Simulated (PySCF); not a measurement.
## Telling isomers of C₅H₁₂O₃Si apart by NMR

All values are calculated (PySCF): σ from GIAO-PBE0/pcSseg-1, coordinates at the GFN2-xTB level. Equivalent nuclei averaged, no solvent, non-relativistic Hamiltonian, one conformer.

Chemical shifts δ = σref − σ; TMS for $^{1}$H (31.72 ppm), $^{13}$C (186.93 ppm), all at this level. Where no couplings were computed, multiplicities follow the n + 1 count of equivalent neighbours, and m marks all less simple cases (inequivalent or close neighbours, rings, F or P nearby). Shifts are as computed. Against solution values, carbons near 30 ppm lie about +3 ppm off and those near 130 ppm about +5 ppm. Of 1211 compounds with measured shifts, 218 miss one by over three times the rms of a fit or turn the order of signals round; such compounds aren't used in these exercises. OH and NH positions are gas-phase values without hydrogen bonding to other molecules.

(1) Tabulate the signals of `CCO[SiH]1OCCCO1`, `CO[SiH2]C(=O)OC(C)C`, `CC(=O)OC(C)(C)[SiH2]O` and their relative energies.

(2) What is the quickest way to tell CO[SiH2]C(=O)OC(C)C from CC(=O)OC(C)(C)[SiH2]O?

(3) What is the quickest way to tell CCO[SiH]1OCCCO1 from CC(=O)OC(C)(C)[SiH2]O?

(4) What is the quickest way to tell CCO[SiH]1OCCCO1 from CO[SiH2]C(=O)OC(C)C?

Results:

(1) 
```tsv
SMILES	carbon types	δC	δH	E rel. (kcal/mol)
CCO[SiH]1OCCCO1	4×CH2 1×CH3	66.9, 59.5, 36.1, 19.9	4.56 (s, 1H), 4.34 (m, 2H), 4.22 (m, 2H), 3.94 (q, 2H), 2.24 (m, 1H), 1.27 (t, 3H), 1.23 (m, 1H)	0.0
CO[SiH2]C(=O)OC(C)C	1×C 1×CH 3×CH3	190.1, 67.2, 53.4, 23.9	5.49 (sept, 1H), 4.86 (s, 2H), 4.18 (s, 3H), 1.27 (d, 6H)	44.8
CC(=O)OC(C)(C)[SiH2]O	2×C 3×CH3	180.6, 75.7, 25.0, 23.8	4.53 (s, 2H), 2.22 (br s, 1H), 2.14 (s, 3H), 1.28 (s, 6H)	25.4
```

Energies are electronic energies at PBE0/pcSseg-1 on these geometries, without zero-point or thermal terms, each for the one conformer computed, which needn't be the lowest.

(2) Both give the same number of carbon signals, but DEPT or the intensities differ. The first has an sp3 CH bonded to O at 67.2 ppm, the second a fully substituted sp3 carbon bonded to O and Si (C) at 75.7 ppm. Their most deshielded carbons lie at 190.1 and 180.6 ppm. In the proton spectra the most deshielded non-exchanging signals are 5.49 (sept, 1H) and 4.53 (s, 2H).

(3) Both give the same number of carbon signals, but DEPT or the intensities differ. The first has an sp3 CH2 bonded to O at 66.9 ppm, the second an ester carbonyl carbon (C) at 180.6 ppm.

(4) Both give the same number of carbon signals, but DEPT or the intensities differ. The first has an sp3 CH2 bonded to O at 66.9 ppm, the second a carbonyl carbon (C) at 190.1 ppm. In the proton spectra the most deshielded non-exchanging signals are 4.56 (s, 1H) and 5.49 (sept, 1H).
